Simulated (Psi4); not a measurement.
Job for Psi4: SAPT0/jun-cc-pV(D+d)Z on C2H8O (a complex).

```
memory 2025 MB

molecule dimer {
0 1
C    -0.07214757    0.03071070   -0.15670475
H     0.04576111    0.26599455   -1.21319241
H    -0.64911593   -0.88962410   -0.06233894
H     0.91145090   -0.10370336    0.29224828
H    -0.59418863    0.84834177    0.33872734
--
0 1
C     0.65683229    0.27041643    3.58323182
O    -0.69177518    0.00226687    3.22935982
H     1.26678373   -0.63956875    3.60637250
H     0.64228412    0.69953575    4.58417499
H     1.12538947    0.99218627    2.90500016
H    -0.70631986   -0.37616700    2.34484376
units angstrom
symmetry c1
no_reorient
no_com
}

set {
  basis jun-cc-pV(D+d)Z
  scf_type df
  freeze_core true
}

energy('sapt0')
```

It printed:

```
[...]
==> Input File <==

--------------------------------------------------------------------------
memory 2025 MB

molecule dimer {
0 1
C    -0.07214757    0.03071070   -0.15670475
H     0.04576111    0.26599455   -1.21319241
H    -0.64911593   -0.88962410   -0.06233894
H     0.91145090   -0.10370336    0.29224828
H    -0.59418863    0.84834177    0.33872734
--
0 1
C     0.65683229    0.27041643    3.58323182
O    -0.69177518    0.00226687    3.22935982
H     1.26678373   -0.63956875    3.60637250
H     0.64228412    0.69953575    4.58417499
H     1.12538947    0.99218627    2.90500016
H    -0.70631986   -0.37616700    2.34484376
units angstrom
symmetry c1
no_reorient
no_com
}

set {
  basis jun-cc-pV(D+d)Z
  scf_type df
  freeze_core true
}

energy('sapt0')
--------------------------------------------------------------------------


   => Loading Basis Set <=

    Name: JUN-CC-PV(D+D)Z
    Role: ORBITAL
    Keyword: BASIS
    atoms 1, 6      entry C          line   188 file jun-cc-pv_dpd_z.gbs
    atoms 2-5, 8-11 entry H          line    60 file jun-cc-pv_dpd_z.gbs
    atoms 7         entry O          line   256 file jun-cc-pv_dpd_z.gbs

   => Loading Basis Set <=

    Name: JUN-CC-PV(D+D)Z
    Role: ORBITAL
    Keyword: BASIS
    atoms 1, 6      entry C          line   188 file jun-cc-pv_dpd_z.gbs
    atoms 2-5, 8-11 entry H          line    60 file jun-cc-pv_dpd_z.gbs
    atoms 7         entry O          line   256 file jun-cc-pv_dpd_z.gbs


  //>>>>>>>>>>>>>>>>>>>>>>>>>>>>>>>>>>>//
  //              Dimer HF             //
  //<<<<<<<<<<<<<<<<<<<<<<<<<<<<<<<<<<<//

   => Libint2 <=

    Primary   basis highest AM E, G, H:  7, 6, 3
    Auxiliary basis highest AM E, G, H:  7, 7, 4
    Onebody   basis highest AM E, G, H:  -, -, -
    Solid Harmonics ordering:            Gaussian


   => Loading Basis Set <=

    Name: JUN-CC-PV(D+D)Z
    Role: ORBITAL
    Keyword: BASIS
    atoms 1, 6      entry C          line   188 file jun-cc-pv_dpd_z.gbs
    atoms 2-5, 8-11 entry H          line    60 file jun-cc-pv_dpd_z.gbs
    atoms 7         entry O          line   256 file jun-cc-pv_dpd_z.gbs


         ---------------------------------------------------------
                                   SCF
               by Justin Turney, Rob Parrish, Andy Simmonett
                          and Daniel G. A. Smith
                              RHF Reference
                        1 Threads,   1931 MiB Core
         ---------------------------------------------------------

  ==> Geometry <==

    Molecular point group: c1
    Full point group: C1

    Geometry (in Angstrom), charge = 0, multiplicity = 1:

       Center              X                  Y                   Z               Mass
    ------------   -----------------  -----------------  -----------------  -----------------
         C           -0.072147570000     0.030710700000    -0.156704750000    12.000000000000
         H            0.045761110000     0.265994550000    -1.213192410000     1.007825032230
         H           -0.649115930000    -0.889624100000    -0.062338940000     1.007825032230
         H            0.911450900000    -0.103703360000     0.292248280000     1.007825032230
         H           -0.594188630000     0.848341770000     0.338727340000     1.007825032230
         C            0.656832290000     0.270416430000     3.583231820000    12.000000000000
         O           -0.691775180000     0.002266870000     3.229359820000    15.994914619570
         H            1.266783730000    -0.639568750000     3.606372500000     1.007825032230
         H            0.642284120000     0.699535750000     4.584174990000     1.007825032230
         H            1.125389470000     0.992186270000     2.905000160000     1.007825032230
         H           -0.706319860000    -0.376167000000     2.344843760000     1.007825032230

  Running in c1 symmetry.

  Rotational constants: A =      0.75702  B =      0.04494  C =      0.04315 [cm^-1]
  Rotational constants: A =  22694.94648  B =   1347.19551  C =   1293.47117 [MHz]
  Nuclear repulsion =   80.184281979433209

  Charge       = 0
  Multiplicity = 1
  Electrons    = 28
  Nalpha       = 14
  Nbeta        = 14

  ==> Algorithm <==

  SCF Algorithm Type is DF.
  DIIS enabled.
  MOM disabled.
  Fractional occupation disabled.
  Guess Type is SAD.
  Energy threshold   = 1.00e-08
  Density threshold  = 1.00e-08
  Integral threshold = 1.00e-12

  ==> Primary Basis <==

  Basis Set: JUN-CC-PV(D+D)Z
    Blend: JUN-CC-PV(D+D)Z
    Number of shells: 48
    Number of basis functions: 94
    Number of Cartesian functions: 97
    Spherical Harmonics?: true
    Max angular momentum: 2

   => Loading Basis Set <=

    Name: (JUN-CC-PV(D+D)Z AUX)
    Role: JKFIT
    Keyword: DF_BASIS_SCF
    atoms 1, 6      entry C          line   146 file jun-cc-pvdz-jkfit.gbs
    atoms 2-5, 8-11 entry H          line    70 file jun-cc-pvdz-jkfit.gbs
    atoms 7         entry O          line   258 file jun-cc-pvdz-jkfit.gbs

  ==> 
[...]
    3.465469
      88A      3.536734    89A      3.616572    90A      4.120258
      91A      5.025710    92A      5.033943    93A      5.044681
      94A     18.419986

    Final Occupation by Irrep:
              A
    DOCC [     9 ]
    NA   [     9 ]
    NB   [     9 ]

  @DF-RHF Final Energy:  -115.05710111406502

   => Energetics <=

    Nuclear Repulsion Energy =             40.2900571004442085
    One-Electron Energy =                -236.6992970527632565
    Two-Electron Energy =                  81.3521388382540209
    Total Energy =                       -115.0571011140650199

Computation Completed


Properties will be evaluated at   0.000000,   0.000000,   0.000000 [a0]

Properties computed using the SCF density matrix


 Multipole Moments:

 ------------------------------------------------------------------------------------
     Multipole            Electronic (a.u.)      Nuclear  (a.u.)        Total (a.u.)
 ------------------------------------------------------------------------------------

 L = 1.  Multiply by 2.5417464519 to convert [e a0] to [Debye]
 Dipole X            :         -0.7540931            1.3888160            0.6347229
 Dipole Y            :         -4.5039102            4.3777770           -0.1261332
 Dipole Z            :       -115.2706199          114.8474644           -0.4231554
 Magnitude           :                                                    0.7732032

 ------------------------------------------------------------------------------------

  Constructing Basis Sets for SAPT...

   => Loading Basis Set <=

    Name: (JUN-CC-PV(D+D)Z AUX)
    Role: RIFIT
    Keyword: DF_BASIS_SAPT
    atoms 1, 6      entry C          line   100 file jun-cc-pvdz-ri.gbs
    atoms 2-5, 8-11 entry H          line    30 file jun-cc-pvdz-ri.gbs
    atoms 7         entry O          line   188 file jun-cc-pvdz-ri.gbs

   => Loading Basis Set <=

    Name: (JUN-CC-PV(D+D)Z AUX)
    Role: JKFIT
    Keyword: DF_BASIS_ELST
    atoms 1, 6      entry C          line   146 file jun-cc-pvdz-jkfit.gbs
    atoms 2-5, 8-11 entry H          line    70 file jun-cc-pvdz-jkfit.gbs
    atoms 7         entry O          line   258 file jun-cc-pvdz-jkfit.gbs


  //>>>>>>>>>>>>>>>>>>>>>>>>>>>>>>>>>>>//
  //               SAPT0               //
  //<<<<<<<<<<<<<<<<<<<<<<<<<<<<<<<<<<<//



        SAPT0
    Ed Hohenstein
     6 June 2009

      Orbital Information
  --------------------------
    NSO        =        94
    NMO        =        94
    NRI        =       307
    NRI (Elst) =       421
    NOCC A     =         5
    NOCC B     =         9
    FOCC A     =         1
    FOCC B     =         2
    NVIR A     =        89
    NVIR B     =        85

    Elst10,r            =    -0.001278025636 [Eh]
    Exch10              =     0.002729331238 [Eh]
    Exch10 (S^2)        =     0.002725148169 [Eh]

    Maxiter = 50
    CPHF R converge = 1.000000E-08

    Iter     Energy [mEh]          dE [mEh]         Residual      Time [s]
       1      -0.51495856       0.514958563     3.396168e-03             0
       2      -0.61026645       0.095307884     7.503251e-04             0
       3      -0.61700100       0.006734548     1.790207e-04             0
       4      -0.61622966      -0.000771338     3.888038e-05             0
       5      -0.61581566      -0.000414001     5.927627e-06             0
       6      -0.61588342       0.000067763     8.036653e-07             0
       7      -0.61587855      -0.000004872     1.057442e-07             0
       8      -0.61587891       0.000000367     1.507310e-08             0
       9      -0.61587888      -0.000000033     1.451188e-09             0

    CHF Iterations converged

    Maxiter = 50
    CPHF R converge = 1.000000E-08

    Iter     Energy [mEh]          dE [mEh]         Residual      Time [s]
       1      -0.12451714       0.124517141     1.398403e-03             0
       2      -0.14847011       0.023952973     3.043135e-04             0
       3      -0.14888516       0.000415043     1.053006e-04             0
       4      -0.14842936      -0.000455795     3.348415e-05             0
       5      -0.14846824       0.000038876     1.036573e-05             0
       6      -0.14849372       0.000025480     2.279713e-06             0
       7      -0.14849204      -0.000001679     6.378761e-07             0
       8      -0.14849095      -0.000001092     1.466994e-07             0
       9      -0.14849127       0.000000320     2.332481e-08             0
      10      -0.14849123      -0.000000036     3.755855e-09             0

    CHF Iterations converged

    Ind20,r (A<-B)      =    -0.000615878881 [Eh]
    Ind20,r (B<-A)      =    -0.000148491232 [Eh]
    Ind20,r             =    -0.000764370114 [Eh]
    Exch-Ind20,r (A<-B) =     0.000309188323 [Eh]
    Exch-Ind20,r (B<-A) =     0.000136368168 [Eh]
    Exch-Ind20,r        =     0.000445556492 [Eh]
    Disp20              =    -0.001901425242 [Eh]
    Disp20 (SS)         =    -0.000950712621 [Eh]
    Disp20 (OS)         =    -0.000950712621 [Eh]
    Exch-Disp20         =     0.000166472210 [Eh]
    Exch-Disp20 (SS)    =     0.000093464648 [Eh]
    Exch-Disp20 (OS)    =     0.000073007562 [Eh]

    SAPT Results
  --------------------------------------------------------------------------------------------------------
    Electrostatics                 -1.27802564 [mEh]      -0.80197319 [kcal/mol]      -3.35545584 [kJ/mol]
      Elst10,r                     -1.27802564 [mEh]      -0.80197319 [kcal/mol]      -3.35545584 [kJ/mol]

    Exchange                        2.72933124 [mEh]       1.71268121 [kcal/mol]       7.16585818 [kJ/mol]
      Exch10                        2.72933124 [mEh]       1.71268121 [kcal/mol]       7.16585818 [kJ/mol]
      Exch10(S^2)                   2.72514817 [mEh]       1.71005629 [kcal/mol]       7.15487553 [kJ/mol]

    Induction                      -0.50413733 [mEh]      -0.31635095 [kcal/mol]      -1.32361239 [kJ/mol]
      Ind20,r                      -0.76437011 [mEh]      -0.47964949 [kcal/mol]      -2.00685346 [kJ/mol]
      Exch-Ind20,r                  0.44555649 [mEh]       0.27959092 [kcal/mol]       1.16980841 [kJ/mol]
      delta HF,r (2)               -0.18532371 [mEh]      -0.11629238 [kcal/mol]      -0.48656734 [kJ/mol]

    Dispersion                     -1.73495303 [mEh]      -1.08869946 [kcal/mol]      -4.55511856 [kJ/mol]
      Disp20                       -1.90142524 [mEh]      -1.19316235 [kcal/mol]      -4.99219129 [kJ/mol]
      Exch-Disp20                   0.16647221 [mEh]       0.10446289 [kcal/mol]       0.43707273 [kJ/mol]
      Disp20 (SS)                  -0.95071262 [mEh]      -0.59658118 [kcal/mol]      -2.49609564 [kJ/mol]
      Disp20 (OS)                  -0.95071262 [mEh]      -0.59658118 [kcal/mol]      -2.49609564 [kJ/mol]
      Exch-Disp20 (SS)              0.09346465 [mEh]       0.05864995 [kcal/mol]       0.24539140 [kJ/mol]
      Exch-Disp20 (OS)              0.07300756 [mEh]       0.04581294 [kcal/mol]       0.19168133 [kJ/mol]

  Total HF                          0.94716827 [mEh]       0.59435706 [kcal/mol]       2.48678995 [kJ/mol]
  Total SAPT0                      -0.78778476 [mEh]      -0.49434240 [kcal/mol]      -2.06832861 [kJ/mol]

  Special recipe for scaled SAPT0 (see Manual):
    Electrostatics sSAPT0          -1.27802564 [mEh]      -0.80197319 [kcal/mol]      -3.35545584 [kJ/mol]
    Exchange sSAPT0                 2.72933124 [mEh]       1.71268121 [kcal/mol]       7.16585818 [kJ/mol]
    Induction sSAPT0               -0.50208241 [mEh]      -0.31506147 [kcal/mol]      -1.31821719 [kJ/mol]
    Dispersion sSAPT0              -1.73418526 [mEh]      -1.08821768 [kcal/mol]      -4.55310276 [kJ/mol]
  Total sSAPT0                     -0.78496207 [mEh]      -0.49257113 [kcal/mol]      -2.06091762 [kJ/mol]
  --------------------------------------------------------------------------------------------------------



*** Psi4 exiting successfully. Buy a developer a beer!
```

The run finished.

Cost: roughly 9 core-seconds.
